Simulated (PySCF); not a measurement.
C4H5FO. Atoms are numbered in the order given.

```xyz
11

F     -0.0150    -2.1034     0.0000
C      0.0373    -0.7689     0.0000
C      1.1372    -0.0043     0.0000
O      0.8669     1.3317     0.0000
C     -0.5759     1.4828     0.0000
C     -1.2029     0.0694     0.0000
H      2.1897    -0.2867     0.0000
H     -0.8498     2.0673     0.8925
H     -0.8498     2.0673    -0.8925
H     -1.8320    -0.1226     0.8880
H     -1.8320    -0.1226    -0.8880
```
Charge 0, spin multiplicity 1.

The structure is a stationary point at r2SCAN-D4/def2-SVP. A frequency run showed that this geometry is not a minimum. The values are those of a single conformer.

Vertical ionisation energy (IE) and electron affinity (EA) in eV. Rows of orbital energies are one-electron estimates. Where ΔSCF, EOM or ADC give a negative EA the extra electron is unbound and the value depends on the basis.

```tsv
level	IE	EA
−ε(HOMO), −ε(LUMO), CAM-B3LYP/def2-TZVP (PySCF)	7.40	-1.82
−ε(HOMO), −ε(LUMO), PBE/def2-TZVP (PySCF)	…	…
```

Q: Complete the blanks. (The exact figures need the calculation; the answer reports its results.)

A: 
- −ε(HOMO), −ε(LUMO), PBE/def2-TZVP (PySCF), IE: 4.75
- −ε(HOMO), −ε(LUMO), PBE/def2-TZVP (PySCF), EA: 0.22
